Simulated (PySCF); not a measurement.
GaH3, SMILES [GaH3].

Geometry: r2SCAN-D4/def2-TZVPD. The isomer is the one that the SMILES or the coordinates give; other isomers of the formula were not compared.

Computed with PySCF with ωB97X/def2-TZVPD.

The molecule is in vacuum.

Computed frontier levels, gap, dipole moment and polarisability:
```
Quantity                                                                                                        Value
---------------------------------------------------------------------------------------------  ----------------------
highest occupied level                                                                                      -11.04 eV
lowest empty level                                                                                            0.11 eV
orbital gap                                                                                                  11.15 eV
dipole moment                                                                                                  0.00 D
quadrupole, principal values (traceless, Buckingham form, about the centre of nuclear charge)  -2.70, -2.70, 5.41 D·Å
mean static polarisability                                                                       32.8 bohr³ (4.86 Å³)
polarisability, principal values                                                               26.0, 36.2, 36.2 bohr³
```
